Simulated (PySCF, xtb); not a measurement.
C₁₀H₇N₃, SMILES C1=CC2=CC=CC3=NC=NC(=C1)N23.

GFN2-xTB (xtb) at its own geometry gives an orbital gap of 1.71 eV and a dipole moment of 3.61 D.

Geometry optimised at PBE0-D3(BJ)/def2-SVP.

Question: What does PySCF with ωB97X/def2-SVP give? (The exact figures need the calculation; the answer reports its results.)

Answer: gap 6.84 eV (levels -6.96 and -0.11 eV), dipole 3.47 D.
